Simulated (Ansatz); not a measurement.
A structure relaxed at B3LYP-D4/def2-SVP in Ansatz, charge 0, singlet:

Cartesian coordinates in Å:
```
Mg 0.1930 2.1495 2.1482
Mg 2.5981 0.3189 0.0083
Mg -2.7628 0.6505 0.9909
Mg 0.7354 -2.0376 -2.1472
Mg -2.5081 -1.2971 -1.0074
S 2.8269 -1.2686 -1.6231
S -2.0636 2.2402 2.5123
S 2.4121 1.9116 1.6397
S -1.4312 -2.6674 -2.5217
```

Give its formula and point group.

Mg₅S₄. Point group C2v (tolerance 0.1 Å).

Summarise the bond lengths by kind (pairs closer than 1.2 times the sum of covalent radii, bridged metal pairs left out).

8 × Mg–S 2.29 to 2.31 Å; 1 × Mg–Mg 2.80 Å.

Another isomer (singlet) lies 2.03 eV lower at PBE0-D4/def2-TZVP; other spin states weren't run for this one.
